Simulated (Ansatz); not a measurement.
Spectroscopic constants of ZnSe, multiplicity 3 (an upper state: multiplicity 1 came lower at CCSD(T)/def2-TZVPP on PBE0 minima). No spin–orbit coupling. Zn is treated without relativity. Se is treated without relativity.

Constants: fifth-degree fit in 1/R to seven points, most abundant isotopes. In def2 and cc sets the state is the lowest found near the PBE0 minimum, followed along R.

The values were computed with Ansatz (a first-principles code) with Gaussian orbitals. Values without a source in brackets are computed.

```tsv
level	r_e (Å)	ω_e (cm⁻¹)	α_e (cm⁻¹)	ω_e x_e (cm⁻¹)	dipole (D)
PBE/def2-TZVPP	2.413	215	0.00050	1.2	1.39
PBE0/def2-TZVPP	2.391	230	0.00047	1.1	1.68
wB97X-V/def2-TZVPP	2.372	242	0.00044	1.1	1.86
CCSD/def2-TZVPP	2.393	234	0.00047	1.3	-
CCSD(T)/def2-TZVPP	2.393	232	0.00048	1.3	-
```

Correlated levels freeze the inner cores; with def2 sets outer-core shells near the valence are correlated too.
